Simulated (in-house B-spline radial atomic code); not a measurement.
Results of a calculation; reference values are marked as such.
**Softness against transferability: the 5s channel of Nb**

Nb, [Kr] 4d4 5s1, non-relativistic PBE, spherical and spin-unpolarised, from an all-electron radial atomic-structure program (B-spline basis) (atomic units). The all-electron 5s level is ε = -0.136618 hartree, its outermost node lies just inside 1.45 bohr and its outer maximum at 3.19 bohr.

Troullier-Martins pseudo-orbitals are made for several radii. The cutoffs (hartree) are the plane-wave energies beyond which the orbital holds less than the named kinetic energy per electron. The phase error is the difference, pseudo minus all-electron, of arctan(R P'/P) at R = 3.9 bohr for all radii, half a hartree below and above the level.

```json
{"r_c (bohr)": "2.39", "V_l(0) (hartree)": "-1.16", "cutoff for 10 mEh": "1.69", "for 1 mEh": "6.2", "for 0.1 mEh": "16.8", "phase error at ε − 0.5 (mrad)": "-1.4", "at ε + 0.5 (mrad)": "-36.3"}
{"r_c (bohr)": "2.78", "V_l(0) (hartree)": "0.88", "cutoff for 10 mEh": "1.28", "for 1 mEh": "3.59", "for 0.1 mEh": "6.2", "phase error at ε − 0.5 (mrad)": "-0.9", "at ε + 0.5 (mrad)": "-12.9"}
{"r_c (bohr)": "3.19", "V_l(0) (hartree)": "0.95", "cutoff for 10 mEh": "1.28", "for 1 mEh": "2.6", "for 0.1 mEh": "5.92", "phase error at ε − 0.5 (mrad)": "-1.0", "at ε + 0.5 (mrad)": "-13.0"}
{"r_c (bohr)": "3.6", "V_l(0) (hartree)": "0.52", "cutoff for 10 mEh": "1.1", "for 1 mEh": "2.16", "for 0.1 mEh": "5.12", "phase error at ε − 0.5 (mrad)": "-1.7", "at ε + 0.5 (mrad)": "-25.6"}
```

(1) Which radius needs the lowest cutoff for 0.1 mEh while both phase errors stay within 25.7 mrad?

(2) What does the larger radius buy, and what does it cost?

Answers

(1) The radii within that limit are 2.78, 3.19, 3.6 bohr; of these r_c = 3.6 needs the least, 5.12 hartree, that is 10.2 Ry or 139 eV.

(2) From r_c = 2.39 to 3.6 bohr the cutoff for 1 mEh goes from 6.2 to 2.16 hartree, a factor of 2.87, against 2.27 for a pure 1/r_c² scaling, end to end; step by step it is 6.2, 3.59, 2.6, 2.16, and for 0.1 mEh 16.8, 6.2, 5.92, 5.12; the number of plane waves goes as the cutoff to the power 3/2, here a factor of 4.9. The larger of the two phase errors is least at r_c = 2.78 bohr, 12.9 mrad; it is 36.3 at the smallest radius and 25.6 at the largest. These errors test the reference atom alone. The smallest radius lies well inside the outer maximum, where the nodeless form must bend sharply to keep the norm, so it is both harder and scatters less well than the next. Large radii also let the cores of neighbours overlap, which an atom doesn't show.
